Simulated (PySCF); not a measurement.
# One molecule, several mistakes: CH6NOSi

All numbers below are calculated, not measured. They come from PySCF 2.14.0, an open-source quantum chemistry program, on an isolated molecule that a program drew, which may never have been made. The molecule is CH6NOSi (charge 0, doublet), drawn as the SMILES string `[CH2]O[SiH2]N`.

Each row is a Hartree-Fock (HF) and frozen-core CCSD(T) single point in the cc-pV(D+d)Z basis, meant for a local HF minimum. Run 1 is clean. Each other run has one planted mistake out of seven kinds, and not every kind appears here: one electron removed, one electron added, multiplicity raised by two, geometry at a saddle point, minimal basis STO-3G, one bond length entered in bohr, all coordinates scaled. The reference is restricted for singlets and unrestricted otherwise, and also for a bond in bohr. Adding or removing an electron swaps singlet and doublet. Electrons count all cores. HOMO and LUMO are orbital energies over both spins, the gradient is its largest component, and the lowest frequency (negative if imaginary) is given only where the gradient is small. Bond lengths are over the 9 bonds as drawn. T1 is the CCSD diagnostic: over 0.02 (restricted) or 0.045 (unrestricted) a single reference is doubtful.

Geometry of the clean run:
```xyz
10
CH6NOSi, angstrom
C    -0.3431   -2.4065   -0.1246
O    -0.3723   -1.0532   -0.0536
Si   -1.3734   -0.0321   -0.9024
N    -1.0031    0.1880   -2.5542
H     0.4497   -2.8668    0.4507
H    -1.2928   -2.9259   -0.2254
H    -1.2343    1.2567   -0.2105
H    -2.7406   -0.5887   -0.8370
H    -0.1528    0.6491   -2.8200
H    -1.2369   -0.5232   -3.2215
```

| run | electrons | basis functions | <S^2> | HOMO (eV) | LUMO (eV) | gradient (hartree/bohr) | lowest frequency (cm^-1) | mean bond (Å) | longest bond (Å) | T1 | HF (hartree) | CCSD(T) (hartree) | mistake |
|---|---|---|---|---|---|---|---|---|---|---|---|---|---|
| 1 | 41 | 95 | 0.760 | -9.19 | 4.38 | 3.9e-05 | 83 | 1.3164 | 1.707 | 0.0145 | -459.63470 | -460.26665 | no fault |
| 2 | 41 | 95 | 0.761 | -9.42 | 4.25 | 2.9e-02 | - | 1.3704 | 1.777 | 0.0158 | -459.61888 | -460.25994 | all coordinates scaled |
| 3 | 42 | 95 | 0.000 | 1.29 | 8.76 | 1.2e-01 | - | 1.3164 | 1.707 | 0.0193 | -459.52411 | -460.19321 | one electron added |
| 4 | 41 | 30 | 0.758 | -6.74 | 9.34 | 3.2e-02 | - | 1.3164 | 1.707 | 0.0146 | -454.06247 | -454.26786 | ? |
| 5 | 41 | 95 | 3.768 | -2.80 | -0.19 | 9.0e-02 | - | 1.3164 | 1.707 | 0.0196 | -459.39496 | -460.00590 | ? |

**Which mistake was planted in run 4, and what did it cost?**

It has 30 basis functions where the clean run has 95, with the same electrons and geometry. So the mistake is: minimal basis STO-3G. Subtracting run 1 and multiplying by 627.51 kcal/mol a hartree, the energy moved by 3496.6 kcal/mol in HF and 3764.3 kcal/mol in CCSD(T).

**Which mistake was planted in run 5, and what did it cost?**

Electrons, basis and geometry are unchanged, and <S^2> is 3.768, beside S(S+1) = 3.75 for a multiplicity of 4. So the mistake is: multiplicity raised by two. Subtracting run 1 and multiplying by 627.51 kcal/mol a hartree, the energy moved by 150.4 kcal/mol in HF and 163.6 kcal/mol in CCSD(T).

Cautions from the logs. Run 3: the HOMO is above zero, so the electron isn't bound and the energy depends on the basis.
